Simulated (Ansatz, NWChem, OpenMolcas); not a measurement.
## How basis sets differ on C2H5AlO (SMILES [CH3][Al]1[CH2][O]1)

C2H5AlO has 9 atoms, charge 0, and is taken as a singlet. SMILES: `[CH3][Al]1[CH2][O]1`. Geometry: relaxed at PBE0-D4/def2-TZVP.

```xyz
9

C    -0.6709    1.3202   -1.0815
Al    0.0513   -0.0767    0.0442
C     0.6787   -1.2802    1.3493
O     0.7893   -1.6095   -0.0979
H     0.0397    1.5750   -1.8721
H    -0.9002    2.2260   -0.5175
H    -1.5912    0.9768   -1.5621
H     0.0385   -1.9805    1.8877
H     1.6532   -1.1974    1.8328
```

Each level gives the HOMO–LUMO gap (eV). The values are calculated.

```tsv
level	kind	program	value (eV)
HF/ANO-L-MB	Hartree–Fock	OpenMolcas	11.12
HF/ANO-R0 (sfX2C)	Hartree–Fock	OpenMolcas	11.45
HF/STO-3G	Hartree–Fock	NWChem	14.48
HF/3-21G	Hartree–Fock	NWChem	11.31
HF/6-31G* (spherical functions)	Hartree–Fock	Ansatz	11.26
```

The values span 11.12 to 14.48 eV. A Hartree–Fock LUMO above zero doesn't converge with the basis: it sinks as sets grow more diffuse. Orbital gaps aren't excitation energies.
